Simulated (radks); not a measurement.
Effect of the nuclear size on the lead ion Pb3+, [Xe] 4f14 5d10 6s1. Calculated with a radial shooting solver on a logarithmic mesh with Libxc functionals: Dirac Kohn-Sham, exchange-only LDA, spin-unpolarised, spherical densities, finite nucleus; Fermi nuclear charge, rms radius 5.5012 fm. The rms radius is varied about that value; shifts are against it.

rms radius (fm),total energy shift (eV),density at nucleus (e/bohr^3),1s1/2 shift (meV),2s1/2 shift (meV),5s1/2 shift (meV),5p1/2 shift (meV),6s1/2 shift (meV),6p1/2 (empty) shift (meV),7s1/2 (empty) shift (meV)
4.687,-36.1,2.921e+06,-14400,-2190,-27.0,-0.122,-3.77,0.188,-0.830
4.9951,-22.8,2.841e+06,-9090,-1380,-17.1,-0.078,-2.38,0.119,-0.525
5.5012,0,2.725e+06,0.000,0.000,0.000,0.000,0.000,0.000,0.000
6.0403,25.7,2.616e+06,10200,1550,19.2,0.091,2.68,-0.133,0.590
6.4584,46.5,2.541e+06,18500,2810,34.8,0.168,4.85,-0.240,1.07

Slopes of the eigenvalues against <r^2> in GHz/fm^2, as finite differences over the two radii next to the reference (eigenvalue slopes, not the field-shift constants of lines): 1s1/2 405000, 2s1/2 61500, 5s1/2 761, 5p1/2 3.56, 6s1/2 106, 6p1/2 (empty) -5.27, 7s1/2 (empty) 23.4.
